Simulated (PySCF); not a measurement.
Gas-phase reaction: 2 InI₃ + O = In₂O + 3 I₂

Method: PySCF energies plus ideal-gas RRHO corrections (1 bar). † marks an energy on the PBE0/def2-TZVP geometry and frequencies; other levels use their own. CCSD(T) freezes the core. Open shells (unrestricted): O (multiplicity 3, electronic degeneracy 9); the rest are closed-shell singlets. Spin-orbit splitting is ignored; it lowers the true energy and changes the entropy of O. I, In: scalar-relativistic def2 core potential, no spin-orbit coupling. CCSD(T) isn't extrapolated to the basis-set limit; its ΔH°(298 K) is 245.4 kJ in def2-SVP and 174.7 kJ in def2-TZVPP. The harmonic model lacks anharmonicity and excited electronic states, which grow with temperature; levels with a mode under 35 cm⁻¹ are left out. Soft modes under 120 cm⁻¹ make the harmonic entropy rough for InI₃, In₂O. Warning, large T1 diagnostic: In₂O (CCSD(T)/def2-TZVPP†).

```json
[
 {"level": "CCSD(T)/def2-TZVPP†", "ΔE electronic, kJ": "176", "ΔH°(298 K), kJ": "175", "ΔS°(298 K), J/K": "126", "ΔG°(2000 K), kJ": "-46"},
 {"level": "PBE/def2-TZVP†", "ΔE electronic, kJ": "51", "ΔH°(298 K), kJ": "49", "ΔS°(298 K), J/K": "126", "ΔG°(2000 K), kJ": "-172"},
 {"level": "PBE0/def2-SVP†", "ΔE electronic, kJ": "192", "ΔH°(298 K), kJ": "191", "ΔS°(298 K), J/K": "126", "ΔG°(2000 K), kJ": "-30"},
 {"level": "PBE0/def2-TZVP", "ΔE electronic, kJ": "155", "ΔH°(298 K), kJ": "153", "ΔS°(298 K), J/K": "126", "ΔG°(2000 K), kJ": "-68"},
 {"level": "r2SCAN/def2-TZVP†", "ΔE electronic, kJ": "157", "ΔH°(298 K), kJ": "155", "ΔS°(298 K), J/K": "126", "ΔG°(2000 K), kJ": "-66"},
 {"level": "ωB97M-V/def2-TZVP†", "ΔE electronic, kJ": "149", "ΔH°(298 K), kJ": "148", "ΔS°(298 K), J/K": "126", "ΔG°(2000 K), kJ": "-73"}
]
```
ΔH° is lowest at PBE/def2-TZVP† and highest at PBE0/def2-SVP†. No reference value is set beside these.
